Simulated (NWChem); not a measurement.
System: CH$_{6}$AlOP; SMILES [CH3][Al]([OH])[PH2]

Input file for NWChem:

```
start job
memory heap 200 mb stack 900 mb global 1100 mb
geometry units angstroms noautosym nocenter noautoz
  Al    -0.032422    -0.550684     0.020550
  C      1.454414    -1.804606     0.069551
  H      1.905328    -1.914277    -0.931495
  H      1.119916    -2.801994     0.395313
  H      2.257971    -1.469277     0.745327
  O     -1.605592    -1.212632     0.087634
  H     -2.436441    -0.736330     0.064567
  P      0.254029     1.774052    -0.010006
  H     -0.767539     1.988597    -0.987649
  H      1.307571     1.702563    -0.974472
end
basis spherical
  Al library 6-31g*
  C library 6-31g*
  H library 6-31g*
  O library 6-31g*
  P library 6-31g*
end
dft
  xc xcamb88 1.00 lyp 0.81 vwn_5 0.19 hfexch 1.00
  cam 0.33 cam_alpha 0.19 cam_beta 0.46
  iterations 150
end
property
  efieldgrad
end
task dft property
```

NWChem printed, in part:

```
             Northwest Computational Chemistry Package (NWChem) 7.3.0
             --------------------------------------------------------

                             Geometry "geometry" -> ""
                             -------------------------

 Output coordinates in angstroms (scale by  1.889725989 to convert to a.u.)

  No.       Tag          Charge          X              Y              Z
 ---- ---------------- ---------- -------------- -------------- --------------
    1 Al                  13.0000    -0.03242200    -0.55068400     0.02055000
    2 C                    6.0000     1.45441400    -1.80460600     0.06955100
    3 H                    1.0000     1.90532800    -1.91427700    -0.93149500
    4 H                    1.0000     1.11991600    -2.80199400     0.39531300
    5 H                    1.0000     2.25797100    -1.46927700     0.74532700
    6 O                    8.0000    -1.60559200    -1.21263200     0.08763400
    7 H                    1.0000    -2.43644100    -0.73633000     0.06456700
    8 P                   15.0000     0.25402900     1.77405200    -0.01000600
    9 H                    1.0000    -0.76753900     1.98859700    -0.98764900
   10 H                    1.0000     1.30757100     1.70256300    -0.97447200

 Effective nuclear repulsion energy (a.u.)     194.6680111263

                              NWChem Property Module
                              ----------------------

  itol2e modified to match energy
  convergence criterion.

                                 NWChem DFT Module
                                 -----------------

 Summary of "ao basis" -> "ao basis" (spherical)
 ------------------------------------------------------------------------------
       Tag                 Description            Shells   Functions and Types
 ---------------- ------------------------------  ------  ---------------------
 Al                          6-31g*                  8       18   4s3p1d
 C                           6-31g*                  6       14   3s2p1d
 H                           6-31g*                  2        2   2s
 O                           6-31g*                  6       14   3s2p1d
 P                           6-31g*                  8       18   4s3p1d

  itol2e modified to match energy
  convergence criterion.

            General Information
            -------------------
          SCF calculation type: DFT
          Wavefunction type:  closed shell.
          No. of atoms     :    10
          No. of electrons :    48
           Alpha electrons :    24
            Beta electrons :    24
          Charge           :     0
          Spin multiplicity:     1
          Use of symmetry is: off; symmetry adaption is: off
          Maximum number of iterations: 150
          AO basis - number of functions:    76
                     number of shells:    40
          Convergence on energy requested:  1.00D-07
          Convergence on density requested:  1.00D-05
          Convergence on gradient requested:  5.00D-04

              XC Information
              --------------
                     Hartree-Fock (Exact) Exchange  1.000
                   CAM-Becke88 Exchange Functional  1.000
                      VWN V Correlation Functional  0.190 local
              Lee-Yang-Parr Correlation Functional  0.810

           Range-Separation Parameters
           ---------------------------
           Alpha           :  0.19
           Beta            :  0.46
           Gamma           :  0.33
           Short-Range HF  :     F

[...]

          -----------------------
          Electric field gradient
          -----------------------

 1 a.u. = 0.324123 10**(16) esu/cm**3  ( or statvolts/cm**2 ) = 0.97174 10**(22) v/m**2

 ------------------------------------------------------------
   Atom      X         Y         Z
 ------------------------------------------------------------
    1 Al  -0.06127  -1.04064   0.03883
 ------------------------------------------------------------

 Electric field gradient in molecular frame (a.u.)
         XX             YY             ZZ             XY             XZ             YZ
 ------------------------------------------------------------------------------------------
        0.536418       0.346280      -0.882698      -0.149733      -0.013724      -0.051014

 Principal components (a.u.) and orientation
 of principal axis w.r.t. absolute frame                      Asymmetry parameter eta
 --------------------------------------------------------------------------------------
       -0.885094       0.618819       0.266276                       0.398311

        0.014186       0.875742       0.482571
        0.043111      -0.482706       0.874721
        0.998970       0.008395      -0.044601

 ------------------------------------------------------------
   Atom      X         Y         Z
 ------------------------------------------------------------
    2 C    2.74844  -3.41021   0.13143
 ------------------------------------------------------------

 Electric field gradient in molecular frame (a.u.)
         XX             YY             ZZ             XY             XZ             YZ
 ------------------------------------------------------------------------------------------
        0.055995       0.025489      -0.081485      -0.090635      -0.001894      -0.003711

 Principal components (a.u.) and orientation
 of principal axis w.r.t. absolute frame                      Asymmetry parameter eta
 --------------------------------------------------------------------------------------
        0.132656      -0.082022      -0.050633                       0.236618

        0.763460       0.080826       0.640778
       -0.645840       0.102363       0.756580
        0.004441       0.991458      -0.130351

 ------------------------------------------------------------
   Atom      X         Y         Z
 ------------------------------------------------------------
    3 H    3.60055  -3.61746  -1.76027
 ------------------------------------------------------------

 Electric field gradient in molecular frame (a.u.)
         XX             YY             ZZ             XY             XZ             YZ
 ------------------------------------------------------------------------------------------
        0.072045       0.138532      -0.210578       0.013635       0.158272      -0.038938

 Principal components (a.u.) and orientation
 of principal axis w.r.t. absolute frame                      Asymmetry parameter eta
 --------------------------------------------------------------------------------------
       -0.285429       0.146172       0.139258                       0.024223

       -0.406030       0.636567       0.655684
        0.096520      -0.683604       0.723443
        0.908748       0.357026       0.216122

 ------------------------------------------------------------
   Atom      X         Y         Z
 ------------------------------------------------------------
    4 H    2.11633  -5.29500   0.74703
 ------------------------------------------------------------

 Electric field gradient in molecular frame (a.u.)
         XX             YY             ZZ             XY             XZ             YZ
 ------------------------------------------------------------------------------------------
        0.108513      -0.208859       0.100346      -0.120555       0.037740       0.114566

 Principal components (a.u.) and orientation
 of principal axis w.r.t. absolute frame                      Asymmetry parameter eta
 --------------------------------------------------------------------------------------
       -0.287018       0.149164       0.137854                       0.039407

        0.304212       0.939283       0.158752
        0.905022      -0.336986       0.259569
       -0.297306      -0.064710       0.952587

 ------------------------------------------------------------
   Atom      X         Y         Z
 ------------------------------------------------------------
    5 H    4.26695  -2.77653   1.40846
 ------------------------------------------------------------

 Electric field gradient in molecular frame (a.u.)
         XX             YY             ZZ             XY             XZ             YZ
 ------------------------------------------------------------------------------------------
       -0.083366       0.104617      -0.021251      -0.098667      -0.191014      -0.078962

 Principal components (a.u.) and orientation
 of principal axis w.r.t. absolute frame                      Asymmetry parameter eta
 --------------------------------------------------------------------------------------
       -0.286618       0.147468       0.139151                       0.029018

        0.726640      -0.524881      -0.443278
        0.307272       0.825382      -0.473633
        0.614474       0.207954       0.761036

 ------------------------------------------------------------
   Atom      X         Y         Z
 ------------------------------------------------------------
    6 O   -3.03413  -2.29154   0.16560
 ------------------------------------------------------------

 Electric field gradient in molecular frame (a.u.)
         XX             YY             ZZ             XY             XZ             YZ
 ------------------------------------------------------------------------------------------
       -1.057079       0.357023       0.700056       0.674185      -0.021474       0.014388

[...]
```

Level: CAM-B3LYP/6-31G* (spherical d). Structure relaxed at the PBE0/def2-SVP level. NWChem prints the field gradient with the sign opposite to the second derivative of the potential.
